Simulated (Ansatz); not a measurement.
MnN₃F₃H₉⁻, relaxed as a sextet with UKS B3LYP-D4/def2-SVPD in Ansatz, starting from the GFN2-xTB (ALPB water) geometry. Force threshold 0.02 eV/Å.

In the sextet geometry the species has come apart into loosely held pieces.

Start:

```csv
atom,x (Å),y (Å),z (Å)
Mn1,0.070,0.333,0.218
F2,-1.906,0.807,-0.333
F3,0.689,-1.141,1.591
F4,1.320,2.033,0.247
N5,-0.685,-1.814,-0.932
H6,-0.550,-2.442,-0.148
H7,-0.370,-2.268,-1.777
H8,-1.673,-1.604,-1.013
N9,1.462,0.090,-1.856
H10,2.085,-0.707,-1.839
H11,2.013,0.939,-1.791
H12,0.947,0.100,-2.727
N13,-0.780,1.309,2.378
H14,-0.576,0.692,3.153
H15,-1.772,1.497,2.336
H16,-0.273,2.177,2.492
```

**Question.** Estimate the energy that the relaxation releases and the steps that it takes.

**Answer.** 19.1 kcal/mol, in 31 steps; 3.7 min on 4 threads of Intel Xeon Platinum 8488C on a shared host. The force fell under the threshold at step 23, but the optimiser went on. No frequencies were taken in this run, so the end may be a saddle point.

**Question.** Does the start keep its bonding and symmetry?

**Answer.** Bonds lost: Mn1–N5 (atoms count from 1). The end holds 2 separate pieces.

**Question.** Predict the relaxed structure.

**Answer.** 
```xyz
16

Mn    0.1646    0.6198    0.3488
F    -1.5278    0.6427   -0.7310
F     0.6757   -1.1998    1.0493
F     1.2243    2.2889    0.8128
N    -0.6680   -2.0712   -1.4139
H    -0.2064   -2.1212   -0.4961
H    -1.2842   -2.8750   -1.4994
H    -1.2538   -1.2278   -1.3479
N     1.3811    0.1069   -1.5736
H     2.3395   -0.1383   -1.3435
H     1.3782    0.8276   -2.2890
H     0.8896   -0.7263   -1.9145
N    -0.7621    1.3394    2.4079
H    -0.5823    0.7338    3.2019
H    -1.7040    1.7140    2.4448
H    -0.0644    2.0865    2.3433
```
Bond lengths: 3 × F–Mn 2.01 to 2.03 Å; 2 × Mn–N 2.33 to 2.37 Å; 9 × H–N 1.01 to 1.03 Å.
